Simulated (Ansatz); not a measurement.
(ZnSe)4 cube (Zn₄Se₄). Charge 0, multiplicity 1. Geometry PBE-D4/def2-SVP.

```xyz
8

Zn    0.209   -1.663    0.141
Se   -0.666   -1.094   -2.110
Zn    0.954    0.580   -1.258
Se    2.372   -0.495    0.470
Zn    0.454    0.746    1.438
Se   -1.399   -0.852    1.846
Zn   -1.617    0.337   -0.320
Se   -0.306    2.440   -0.206
```

The 6-31G sets use Cartesian d functions. B3LYP takes the VWN-RPA correlation.

Question: Estimate the orbital energies around the gap (eV) in Ansatz with PBE-D4/def2-SVP, PBE-D4/def2-TZVP, B3LYP-D4/6-31G, PBE0-D4/def2-SVP, PBE0-D4/def2-TZVP.

Answer: 
| orbital | PBE-D4/def2-SVP | PBE-D4/def2-TZVP | B3LYP-D4/6-31G | PBE0-D4/def2-SVP | PBE0-D4/def2-TZVP |
| --- | --- | --- | --- | --- | --- |
| HOMO−9 | -8.22 | -8.44 | -9.41 | -9.45 | -9.57 |
| HOMO−8 | -8.22 | -8.44 | -9.41 | -9.45 | -9.57 |
| HOMO−7 | -7.26 | -7.45 | -8.41 | -8.41 | -8.52 |
| HOMO−6 | -7.26 | -7.45 | -8.41 | -8.41 | -8.52 |
| HOMO−5 | -6.12 | -6.31 | -7.09 | -7.17 | -7.28 |
| HOMO−4 | -6.12 | -6.31 | -7.09 | -7.17 | -7.28 |
| HOMO−3 | -6.12 | -6.30 | -7.09 | -7.17 | -7.28 |
| HOMO−2 | -5.95 | -6.14 | -6.96 | -6.99 | -7.10 |
| HOMO−1 | -5.95 | -6.14 | -6.96 | -6.99 | -7.10 |
| HOMO | -5.95 | -6.14 | -6.96 | -6.99 | -7.10 |
| LUMO | -3.39 | -3.63 | -3.19 | -2.72 | -2.90 |
| LUMO+1 | -2.25 | -2.58 | -1.99 | -1.46 | -1.76 |
| LUMO+2 | -2.25 | -2.58 | -1.99 | -1.46 | -1.76 |
| LUMO+3 | -2.25 | -2.58 | -1.99 | -1.46 | -1.76 |
| LUMO+4 | -1.09 | -1.39 | -0.93 | -0.34 | -0.58 |
| LUMO+5 | 0.81 | -0.10 | 0.38 | 1.51 | 0.57 |
